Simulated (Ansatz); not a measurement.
Mulliken charges of CH4O2SSi (`O[SiH]1OCS1`) from B3LYP/def2-TZVPP in Ansatz (PBE0-D4/def2-TZVP geometry).

```json
{"atom": "O1", "x (Å)": "-0.685", "y (Å)": "1.346", "z (Å)": "1.611", "charge (e)": "-0.368"}
{"atom": "Si2", "x (Å)": "0.366", "y (Å)": "0.709", "z (Å)": "0.548", "charge (e)": "0.634"}
{"atom": "O3", "x (Å)": "0.376", "y (Å)": "-0.948", "z (Å)": "0.431", "charge (e)": "-0.392"}
{"atom": "C4", "x (Å)": "0.077", "y (Å)": "-1.077", "z (Å)": "-0.950", "charge (e)": "0.052"}
{"atom": "S5", "x (Å)": "-0.164", "y (Å)": "0.673", "z (Å)": "-1.507", "charge (e)": "-0.276"}
{"atom": "H6", "x (Å)": "-1.616", "y (Å)": "1.141", "z (Å)": "1.494", "charge (e)": "0.194"}
{"atom": "H7", "x (Å)": "1.658", "y (Å)": "1.295", "z (Å)": "0.945", "charge (e)": "-0.077"}
{"atom": "H8", "x (Å)": "-0.835", "y (Å)": "-1.656", "z (Å)": "-1.101", "charge (e)": "0.116"}
{"atom": "H9", "x (Å)": "0.911", "y (Å)": "-1.530", "z (Å)": "-1.488", "charge (e)": "0.119"}
```

Task: By hand: the dipole of these point charges (1 e Å = 4.8032 D).

Result: Σ q r = (-0.044, -0.168, -0.136) e Å, of length 0.221 e Å = 1.06 D.

Task: How does the dipole of the full density compare? (Estimate.)

Result: The calculation gave: (-0.206, -0.137, -0.090) e Å, 1.26 D; the point charges give 0.84 times that, at 40° from its direction.

Point charges leave out the atoms' own dipoles, such as those of lone pairs, and Mulliken's split depends on the basis, so the two needn't agree.

B3LYP here is the variant with VWN-RPA as its local correlation; programs differ in this.
